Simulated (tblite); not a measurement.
Record of a relaxation.

Compound: C₃H₇BF₂O.
Numbering: `[CH3:1][O:2][C@H:3]([CH3:4])[B:5]([F:6])[F:7]` (hydrogens: H8, H9, H10 on C1; H11 on C3; H12, H13, H14 on C4)

Computed with GFN2-xTB (tblite), gas phase: L-BFGS steps from a force-field or distance-geometry start until the largest atomic force falls under 0.01 eV/Å. 6 of its 136 geometries are shown.

Step 0: E = -674.9903 eV, largest atomic force 3.927 eV/Å
```
atom  x, y, z in Å  |  force x, y, z in eV/Å
C1      1.944   -0.157    0.292    0.317  -0.153   0.013
O2      0.925   -0.235   -0.702    1.130   0.143   0.868
C3     -0.285    0.274   -0.199   -1.221   0.700  -0.414
C4     -1.181   -0.859    0.291   -0.638  -1.016   1.024
B5     -1.024    1.043   -1.389   -1.198   1.321  -2.626
F6     -1.347    0.346   -2.624    0.644   2.268   3.140
F7     -1.343    2.451   -1.272    0.590  -3.590  -0.686
H8      1.645   -0.675    1.231    0.110   0.312  -0.496
H9      2.857   -0.648   -0.092   -0.544   0.216   0.003
H10     2.182    0.907    0.513   -0.113  -0.501  -0.032
H11    -0.168    1.021    0.618    0.382  -0.441  -0.170
H12    -0.697   -1.377    1.160   -0.373   0.375  -0.726
H13    -2.168   -0.475    0.653    0.818  -0.297  -0.431
H14    -1.341   -1.617   -0.507    0.096   0.663   0.533
```

Step 27: E = -675.8021 eV, largest atomic force 0.078 eV/Å
```
atom  x, y, z in Å  |  force x, y, z in eV/Å
C1      1.947   -0.173    0.314    0.025  -0.007  -0.006
O2      0.945   -0.122   -0.670   -0.024  -0.004   0.040
C3     -0.333    0.323   -0.203   -0.025  -0.043   0.033
C4     -1.171   -0.855    0.329    0.011  -0.016  -0.013
B5     -1.045    1.038   -1.449    0.000   0.048  -0.006
F6     -1.331    0.430   -2.574   -0.001   0.016   0.041
F7     -1.387    2.307   -1.413   -0.048   0.037  -0.049
H8      1.657   -0.774    1.182   -0.031  -0.023  -0.026
H9      2.805   -0.633   -0.170    0.069  -0.027   0.011
H10     2.223    0.831    0.656   -0.034   0.025   0.017
H11    -0.188    1.045    0.616    0.034   0.007  -0.048
H12    -0.659   -1.351    1.151   -0.023   0.026  -0.022
H13    -2.138   -0.496    0.677    0.059  -0.013  -0.007
H14    -1.325   -1.571   -0.474   -0.011  -0.026   0.033
```

Step 54: E = -675.8174 eV, largest atomic force 0.059 eV/Å
```
atom  x, y, z in Å  |  force x, y, z in eV/Å
C1      1.921   -0.258    0.332    0.000   0.000   0.021
O2      0.993   -0.027   -0.702    0.020  -0.014   0.037
C3     -0.294    0.393   -0.249    0.011  -0.032  -0.003
C4     -1.101   -0.777    0.353    0.009  -0.001   0.003
B5     -1.091    1.024   -1.493    0.039   0.037  -0.014
F6     -1.368    0.372   -2.595    0.021  -0.017   0.032
F7     -1.563    2.252   -1.464   -0.027   0.000   0.004
H8      1.623   -1.091    0.979    0.022   0.035  -0.032
H9      2.864   -0.508   -0.153   -0.039   0.021  -0.024
H10     2.056    0.641    0.948   -0.007  -0.040  -0.021
H11    -0.153    1.163    0.530   -0.031  -0.050  -0.007
H12    -0.572   -1.218    1.194   -0.019   0.038   0.024
H13    -2.067   -0.419    0.697    0.014  -0.009  -0.022
H14    -1.248   -1.545   -0.403   -0.013   0.032   0.003
```

Step 81: E = -675.8288 eV, largest atomic force 0.034 eV/Å
```
atom  x, y, z in Å  |  force x, y, z in eV/Å
C1      1.911   -0.331    0.301   -0.019   0.005   0.005
O2      0.997    0.012   -0.714   -0.002   0.004  -0.010
C3     -0.281    0.436   -0.256    0.003  -0.016   0.009
C4     -1.085   -0.705    0.408    0.023  -0.022  -0.001
B5     -1.095    1.012   -1.511   -0.004   0.013  -0.015
F6     -1.182    0.404   -2.667    0.002   0.008   0.010
F7     -1.782    2.133   -1.438   -0.019  -0.022   0.004
H8      1.679   -1.303    0.749    0.011  -0.003   0.003
H9      2.887   -0.381   -0.181   -0.019  -0.020   0.020
H10     1.933    0.431    1.089    0.010   0.007  -0.011
H11    -0.140    1.232    0.496    0.001   0.002   0.015
H12    -0.613   -1.020    1.336   -0.006   0.024  -0.015
H13    -2.094   -0.367    0.628    0.028   0.012  -0.007
H14    -1.135   -1.554   -0.269   -0.010   0.009  -0.007
```

Step 108: E = -675.8435 eV, largest atomic force 0.049 eV/Å
```
atom  x, y, z in Å  |  force x, y, z in eV/Å
C1      1.914   -0.362    0.287    0.001  -0.010  -0.003
O2      1.005   -0.031   -0.736   -0.015  -0.027   0.012
C3     -0.257    0.434   -0.281   -0.004  -0.011   0.008
C4     -1.084   -0.669    0.424    0.013  -0.001   0.002
B5     -1.100    1.012   -1.508    0.000  -0.009   0.009
F6     -0.877    0.752   -2.770    0.014   0.008  -0.028
F7     -2.151    1.776   -1.290   -0.028   0.017  -0.009
H8      1.607   -1.260    0.835    0.002   0.009   0.005
H9      2.864   -0.557   -0.208   -0.009   0.019   0.011
H10     2.032    0.468    0.996    0.005  -0.019  -0.016
H11    -0.090    1.242    0.455   -0.029  -0.005   0.004
H12    -0.666   -0.902    1.399    0.014  -0.024   0.007
H13    -2.110   -0.337    0.559    0.016   0.046   0.006
H14    -1.088   -1.567   -0.189    0.022   0.008  -0.008
```

Step 135: E = -675.8502 eV, largest atomic force 0.006 eV/Å
```
atom  x, y, z in Å  |  force x, y, z in eV/Å
C1      1.909   -0.378    0.272   -0.001   0.001  -0.001
O2      0.979   -0.097   -0.747    0.001  -0.002  -0.001
C3     -0.270    0.403   -0.293   -0.002   0.000  -0.002
C4     -1.099   -0.655    0.467    0.000  -0.001  -0.001
B5     -1.088    1.002   -1.530   -0.003   0.003   0.004
F6     -0.628    1.126   -2.749    0.003  -0.002  -0.003
F7     -2.319    1.447   -1.369   -0.001   0.002   0.000
H8      1.613   -1.244    0.873    0.000  -0.002   0.002
H9      2.847   -0.600   -0.233    0.004   0.001  -0.001
H10     2.047    0.487    0.932    0.001   0.002   0.002
H11    -0.082    1.235    0.414   -0.001   0.000  -0.001
H12    -0.634   -0.907    1.416    0.000  -0.001  -0.002
H13    -2.094   -0.265    0.658    0.003   0.000   0.001
H14    -1.181   -1.555   -0.137   -0.002   0.000   0.002
```

Question: Summarise the path.

Answer: The energy falls by 0.8599 eV from step 0 to step 135; nine tenths of that is first reached at step 5. It rises by more than 0.2 meV at steps 61, 107 and 110. The largest force goes from 3.927 to 0.006 eV/Å. Among the bonds B5–F6 changes most, from 1.454 to 1.308 Å; the atoms move by 0.583 Å rms after alignment.

The cost below is that of the whole relaxation. Hardware: one thread, Arm Neoverse V1 (aarch64) (shared host). Cost: 0.64 s wall.
